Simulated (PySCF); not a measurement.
# Energy of V⁻ (vanadium, charge -1) between two integer charges

The 3d alpha orbital of [Ar] 3d4 4s2 is emptied in steps (occupation f), with all orbitals relaxed, ending at [Ar] 3d3 4s2. All numbers are calculated (PySCF 2.14, no relativity, point nucleus, in aug-cc-pVTZ (8s7p5d3f2g, 93 functions)). The exact energy is a straight line in f; departures are measured from the line between the end points of the same method.

```json
{"f": "1", "BLYP (eV)": "0.000"}
{"f": "0.8", "BLYP (eV)": "-0.550"}
{"f": "0.6", "BLYP (eV)": "-0.872"}
{"f": "0.4", "BLYP (eV)": "-0.915"}
{"f": "0.2", "BLYP (eV)": "-0.641"}
{"f": "0", "BLYP (eV)": "0.000"}
```

```
method  E(f=0) − E(f=1) (eV)  −ε at f=1 (eV)  −ε at f=0.4 (eV)
  BLYP                 1.075          -2.146             1.634
```

Orbital energy along the path (eV):

```json
{"f": "1", "BLYP": "2.146"}
{"f": "0.8", "BLYP": "1.151"}
{"f": "0.6", "BLYP": "-0.123"}
{"f": "0.4", "BLYP": "-1.634"}
{"f": "0.2", "BLYP": "-3.104"}
{"f": "0", "BLYP": "-5.196"}
```

At f = 1 the orbital energy is positive for BLYP: only the finite basis holds the electron.

Reference removal energy between the ground levels: 0.528 eV (measured; photodetachment measurements, as compiled on the Wikipedia data page of electron affinities). The calculation has no spin-orbit coupling. The determinant left behind need not be the lowest term of the ion.
